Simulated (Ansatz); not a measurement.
Two isomers of CH3ClOZn: A = `C[O][Zn][Cl]`, B = `[OH][Zn][CH2]Cl`.

Program: Ansatz. Geometries: PBE0-D4/def2-TZVP. ΔE: electronic, gas phase. CCSD(T)/CBS adds triple-zeta CCSD(T) − MP2 to the extrapolated MP2 energy (def2 sets, frozen cores). Functionals use def2-TZVPP. For Zn outer-core shells are correlated without core-valence functions, which leaves a few kJ/mol of doubt a bond. Scalar relativity is left out up to krypton. Each species was taken in one conformer, which may not be the lowest.

A:

```xyz
7

C    -1.084    0.134    0.219
O    -0.120   -0.606   -0.481
Zn    1.624   -0.350   -0.448
Cl    3.699   -0.174   -0.514
H    -2.071   -0.277   -0.018
H    -0.955    0.077    1.307
H    -1.093    1.195   -0.065
```

B:

```xyz
7

O     0.553    2.095    1.286
Zn    0.145    0.692    0.283
C    -0.328   -0.784   -0.871
Cl   -0.277   -2.291    0.108
H     0.876    1.914    2.170
H    -1.335   -0.705   -1.277
H     0.367   -0.921   -1.699
```

(1) Which isomer does CCSD(T)/CBS put lower? Give the gap. (An estimate is asked.)

(2) Give E(B) − E(A) in kJ/mol with CCSD(T)/def2-TZVPP, HF/def2-TZVPP, CCSD/def2-TZVPP, PBE0-D4, BLYP-D4, MP2/def2-TZVPP, B2PLYP. (Estimate.)

(3) Does the order hold for the free energy at 298.15 K (harmonic terms from PBE0-D4)? (An estimate is asked.)

Largest T1 diagnostic: 0.015.

Results:

(1) Ansatz gave: A, by 105.6 kJ/mol.

(2) Computed: CCSD(T)/def2-TZVPP 104.6, HF/def2-TZVPP 147.4, CCSD/def2-TZVPP 110.2, PBE0-D4 103.8, BLYP-D4 96.9, MP2/def2-TZVPP 97.9, B2PLYP 106.3. None reverses the order clearly.

(3) Computed: Yes: G(B) − G(A) = +98.0 kJ/mol, for one conformer each. Modes under 60 cm⁻¹, often nearly free rotors, make the harmonic entropy too high.

From BLYP to BHLYP (50 % exact exchange), in def2-TZVPP and without D4, E(B) − E(A) moves by +22.8 kJ/mol. At CCSD(T), def2-SVP lies +29.0 kJ/mol from the extrapolated value and def2-TZVPP −1.0 kJ/mol.
